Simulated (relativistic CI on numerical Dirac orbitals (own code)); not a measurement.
## One change at a time: Pm⁵⁸⁺

Base calculation: Dirac-Coulomb-Breit CI, orbitals from a KLI potential per configuration, model QED (radiative potential, 1s self-energy scaled to tabulated hydrogen-like ionisation energies), unscaled Slater integrals.

Configuration list (outside the closed core 1s2): 2s, 2p, 3s, 3p, 3d, 4s, 4p, 4d, 4f, 5s, 5p, 5d, 5f, 5g. Levels of other configurations are missing.

Variants: (1) Breit term removed. Shifts of the energy above 2s 2S_1/2, in eV, for the lowest level and the first level of each name with at least 55 % of one term (blank where a level changes its place among those of its configuration and J or its character, or is not in the variant):

```
     Level     Base  Δ(1)
 2s 2S_1/2      0.0   0.0
2p 2P°_1/2    143.0  -8.7
2p 2P°_3/2    777.7  +1.4
 3s 2S_1/2   7210.9  +6.0
3p 2P°_1/2   7250.1  +3.8
3p 2P°_3/2   7438.9  +6.4
 3d 2D_3/2   7450.2  +8.2
 3d 2D_5/2   7506.3  +8.3
 4s 2S_1/2   9692.1  +7.4
4p 2P°_1/2   9708.1  +6.5
4p 2P°_3/2   9787.4  +7.6
 4d 2D_3/2   9792.1  +8.3
 4d 2D_5/2   9815.9  +8.4
4f 2F°_5/2   9816.1  +8.4
4f 2F°_7/2   9827.7  +8.4
 5s 2S_1/2  10825.8  +7.9
5p 2P°_1/2  10833.8  +7.4
5p 2P°_3/2  10874.2  +8.0
 5d 2D_3/2  10876.6  +8.3
 5d 2D_5/2  10888.8  +8.4
5f 2F°_5/2  10888.9  +8.4
 5g 2G_7/2  10894.9  +8.4
```

At this charge energies of transitions that change n are usually good to better than 1 %, and those within a shell (Δn = 0) to a few per cent.

Ionisation energy from the two ground configurations alone: base 12796.4 eV; Breit term removed 12804.8 eV. The NIST ASD value (theoretical) is 12797.3 eV.
